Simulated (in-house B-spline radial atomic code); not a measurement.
Computed with a B-spline radial atomic code. Model: two electrons, singlet ground state, non-relativistic, full CI in B-splines with partial waves to l = 8 (at full coupling up to 3e-4 hartree above the limit, correlation up to 0.6 % small), density held at that of full coupling by Lieb maximisation.

Along the adiabatic connection the electron repulsion is scaled by a coupling λ while a local potential keeps the density fixed. At λ = 0 the system is the Kohn-Sham one and W equals the exchange energy; the exchange-correlation energy is the area under W between 0 and 1. The kinetic energy rises with λ as the electrons avoid each other, with dT/dλ = −λ dW/dλ.

Command:
```bash
python run_ac.py task.json out
```
Settings (lengths in bohr, energies in hartree):
```
potential              dot
strength               1.1
lmax                   8
second                 -0.5
```

Run time, properties included: 12 s on 1 thread of Intel(R) Xeon(R) Processor @ 2.30GHz, with other jobs on the host.

**W = mean repulsion less Hartree energy, and W of three functionals.**

Given: confinement charge in harmonic well; well frequency 1.1 hartree; nuclear charge -0.5; external potential omega^2 r^2/2 - Z/r.

Computed: LDA exchange minus exact 101.77 millihartree; PBE exchange minus exact 29.01 millihartree.

| coupling | W xc (hartree) | W xc minus exchange (millihartree) | kinetic minus Kohn-Sham (millihartree) | LDA (PW92) W minus its exchange (millihartree) | PBE W minus its exchange (millihartree) | SCAN W minus its exchange (millihartree) |
| --- | --- | --- | --- | --- | --- | --- |
| 0 | -0.72288 | 0 | 0 | 0 | 0 | 0 |
| 0.02 | -0.72498 | -2.098 | 0.02 | -11.23 | -3.75 | -1.9 |
| 0.05 | -0.72808 | -5.194 | 0.13 | -22.71 | -8.83 | -4.67 |
| 0.12 | -0.73506 | -12.182 | 0.72 | -42.79 | -19.34 | -10.85 |
| 0.25 | ? | ? | ? | ? | ? | ? |
| 0.4 | -0.76002 | -37.138 | 7.1 | -94.3 | -52.21 | -32.77 |
| 0.6 | -0.7753 | -52.417 | 14.71 | -119.85 | -70.68 | -46.32 |
| 0.8 | -0.78881 | -65.923 | 24.14 | -140.7 | -86.54 | -58.5 |
| 1 | -0.80079 | -77.912 | 34.91 | -158.37 | -100.45 | -69.54 |
| 1.4 | ? | ? | ? | ? | ? | ? |
| 2 | -0.84453 | -121.65 | 98.63 | -220.06 | -151.71 | -112.24 |
| 3 | -0.87187 | -148.99 | 166.02 | -258.97 | -185.68 | -141.49 |
| 4.5 | -0.89784 | -174.96 | 261.81 | -297.92 | -220.6 | -171.3 |
| 7 | -0.92299 | -200.11 | 403.37 | -338.69 | -257.88 | -201.4 |
| 10 | -0.94057 | -217.69 | 550.59 | -369.43 | -286.39 | -222.1 |

Problem. What belongs in the row 0.25?

Solution. W xc (hartree): -0.74722; W xc minus exchange (millihartree): -24.334; kinetic minus Kohn-Sham (millihartree): 2.96; LDA (PW92) W minus its exchange (millihartree): -70.16; PBE W minus its exchange (millihartree): -35.95; SCAN W minus its exchange (millihartree): -21.52.

Problem. What belongs in the row 1.4?

Solution. W xc (hartree): -0.82106; W xc minus exchange (millihartree): -98.18; kinetic minus Kohn-Sham (millihartree): 59.08; LDA (PW92) W minus its exchange (millihartree): -187.22; PBE W minus its exchange (millihartree): -123.95; SCAN W minus its exchange (millihartree): -88.78.

Problem. What is the SCAN exchange minus exact?

Solution. -1.015 millihartree.

**Energy parts, natural occupations and partial-wave weights.**

Computed: total energy 5.1118 hartree; exchange energy -0.72288 hartree; correlation energy -0.043007 hartree; kinetic part of the DFT correlation energy 0.034905 hartree; kinetic part over minus potential part 0.44801; Kohn-Sham kinetic 1.2964 hartree; Lieb Oxford ratio E_xc over LDA exchange 1.2331.

```
natural  occupation of the shell (electrons)
      s                               1.9678
      p                              0.02995
      s                           0.00097726
      d                           0.00089125
      p                                    ?
      f                           0.00010715
```

Problem. What belongs in the row p?

Solution. occupation of the shell (electrons): 0.00014701.

```
wave      weight
   s     0.98441
   p    0.015052
   d           ?
   f  5.8271e-05
   g  1.2853e-05
```

Problem. What belongs in the row d?

Solution. weight: 0.00046201.

Problem. What is the initial slope twice GL2?

Solution. -0.10561 hartree.

Problem. What is the Hartree energy?

Solution. 1.4458 hartree.

Half-way to full coupling W has made 57 % of its drop, against 50 % for a straight line, and second-order (GL2) theory, half the initial slope, overshoots the correlation energy by about 23 %: a moderate bend, as in light atoms. Over couplings 0 to 1 the errors in E_xc come to about +45 millihartree for LDA, +14 millihartree for PBE, +3.8 millihartree for SCAN, so SCAN is nearest. In LDA and PBE and SCAN the errors of exchange and correlation have opposite signs, so the sum is smaller than the larger of the two.
